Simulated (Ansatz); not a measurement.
Steps of a relaxation of C₆H₃F₃ (`Fc1ccc(F)c(F)c1`) with RKS PBE-D4/def2-SVP.

```sh
$ ansatz run in.yaml --threads 4 --pin off --events-out ev --progress --plain --max-ram 11315MiB
```

```yaml
crystal:
  periodic: [false, false, false]
  atoms:
    - {symbol: F, position_ang: [2.549900, -0.731600, 0.840300]}
    - {symbol: C, position_ang: [1.269100, -0.353400, 0.414800]}
    - {symbol: C, position_ang: [1.086600, 0.317900, -0.813200]}
    - {symbol: C, position_ang: [-0.084400, 0.680200, -1.238800]}
    - {symbol: C, position_ang: [-1.258900, 0.341600, -0.464600]}
    - {symbol: F, position_ang: [-2.487700, 0.703700, -0.867100]}
    - {symbol: C, position_ang: [-1.066800, -0.315300, 0.768300]}
    - {symbol: F, position_ang: [-2.120800, -0.605500, 1.510400]}
    - {symbol: C, position_ang: [0.179200, -0.655600, 1.247600]}
    - {symbol: H, position_ang: [1.997600, 0.556300, -1.372000]}
    - {symbol: H, position_ang: [-0.312500, 1.189400, -2.156400]}
    - {symbol: H, position_ang: [0.325700, -1.183000, 2.164700]}
basis:
  gaussian: {orbitals: def2-SVP}
hamiltonian: {xc: pbe, dispersion: d4}
relax: {f_tol: 0.03, max_steps: 200}
```

Positions (Å) and forces (eV/Å) along the path, 6 of 6 steps:

```xyz
12
step=1 energy=-14394.5097 eV
F     2.550   -0.732    0.840   -1.753    0.657   -0.778
C     1.269   -0.353    0.415    0.982   -0.544    0.921
C     1.087    0.318   -0.813    5.780   -1.411    1.801
C    -0.084    0.680   -1.239   -6.690    0.462   -0.134
C    -1.259    0.342   -0.465    1.298    0.319   -0.184
F    -2.488    0.704   -0.867    0.258   -0.158    0.065
C    -1.067   -0.315    0.768   -0.936    0.537   -0.707
F    -2.121   -0.606    1.510   -0.946   -0.189    0.493
C     0.179   -0.656    1.248    1.637    0.290   -1.425
H     1.998    0.556   -1.372    0.182   -0.003   -0.166
H    -0.312    1.189   -2.156    0.187    0.515   -0.884
H     0.326   -1.183    2.165    0.003   -0.475    0.997
12
step=2 energy=-14394.9206 eV
F     2.540   -0.700    0.841   -0.893    0.280   -0.338
C     1.283   -0.350    0.423    0.603   -0.237    0.252
C     1.126    0.322   -0.802    1.814   -0.439    0.358
C    -0.117    0.668   -1.247   -2.426    0.166    0.461
C    -1.257    0.369   -0.446    0.816    0.012   -0.429
F    -2.488    0.698   -0.861    0.040    0.004    0.058
C    -1.080   -0.305    0.774   -0.196   -0.033   -0.013
F    -2.148   -0.604    1.515   -0.302   -0.026    0.141
C     0.187   -0.683    1.226    0.404    0.285   -0.414
H     2.036    0.537   -1.381   -0.031    0.045   -0.044
H    -0.333    1.197   -2.179    0.241    0.086   -0.280
H     0.328   -1.204    2.173   -0.070   -0.142    0.248
12
step=3 energy=-14394.9919 eV
F     2.521   -0.697    0.829    0.059   -0.055    0.066
C     1.289   -0.357    0.417    0.068    0.108   -0.089
C     1.147    0.316   -0.804    0.160    0.011    0.002
C    -0.134    0.680   -1.231   -0.351   -0.129   -0.023
C    -1.253    0.351   -0.451    0.155    0.183   -0.101
F    -2.483    0.698   -0.852   -0.082   -0.030   -0.009
C    -1.086   -0.317    0.773    0.072   -0.096    0.252
F    -2.163   -0.602    1.520    0.038    0.008   -0.065
C     0.192   -0.674    1.224   -0.165   -0.046   -0.037
H     2.049    0.546   -1.390   -0.068    0.010   -0.015
H    -0.325    1.198   -2.184    0.144    0.005    0.056
H     0.323   -1.198    2.182   -0.031    0.031   -0.037
12
step=4 energy=-14394.9971 eV
F     2.522   -0.697    0.833    0.060   -0.024    0.067
C     1.293   -0.350    0.420   -0.005    0.010   -0.120
C     1.150    0.317   -0.804   -0.033   -0.013    0.023
C    -0.139    0.668   -1.234   -0.021    0.060    0.026
C    -1.253    0.361   -0.445   -0.017    0.001   -0.092
F    -2.487    0.694   -0.851   -0.012    0.003    0.027
C    -1.086   -0.311    0.779    0.047   -0.067    0.092
F    -2.163   -0.604    1.519    0.025    0.016   -0.029
C     0.191   -0.676    1.220   -0.070    0.032    0.032
H     2.045    0.548   -1.398   -0.030    0.010   -0.016
H    -0.313    1.199   -2.183    0.061   -0.037    0.017
H     0.318   -1.202    2.178   -0.005    0.009   -0.027
12
step=5 energy=-14394.9984 eV
F     2.523   -0.697    0.838   -0.003   -0.011    0.013
C     1.294   -0.353    0.418    0.007    0.027   -0.036
C     1.149    0.316   -0.804   -0.033   -0.017    0.023
C    -0.141    0.670   -1.232    0.017    0.009    0.016
C    -1.254    0.361   -0.446   -0.021    0.004   -0.036
F    -2.490    0.694   -0.848    0.011   -0.005    0.020
C    -1.085   -0.312    0.779    0.021   -0.018    0.013
F    -2.162   -0.605    1.519    0.001    0.006   -0.005
C     0.191   -0.675    1.220   -0.015    0.004    0.006
H     2.041    0.549   -1.402   -0.008    0.008   -0.013
H    -0.306    1.197   -2.183    0.021   -0.008    0.001
H     0.317   -1.200    2.176    0.003    0.000   -0.002
12
step=6 energy=-14394.9986 eV
F     2.522   -0.699    0.839    0.005    0.000    0.000
C     1.294   -0.352    0.417   -0.002   -0.005    0.009
C     1.148    0.316   -0.804    0.011    0.003   -0.005
C    -0.141    0.671   -1.232   -0.009    0.004   -0.005
C    -1.255    0.360   -0.447    0.006   -0.004    0.004
F    -2.491    0.693   -0.845   -0.008    0.003   -0.003
C    -1.085   -0.314    0.778    0.012    0.005   -0.008
F    -2.162   -0.605    1.518   -0.008   -0.002    0.006
C     0.191   -0.675    1.220   -0.006    0.001   -0.003
H     2.037    0.551   -1.404   -0.002   -0.002    0.004
H    -0.300    1.197   -2.184   -0.001   -0.002    0.003
H     0.318   -1.199    2.177    0.002    0.001   -0.001
```

Run time 14 s (4 threads of an Arm Neoverse V1 on a shared host); peak host memory 0.19 GiB.
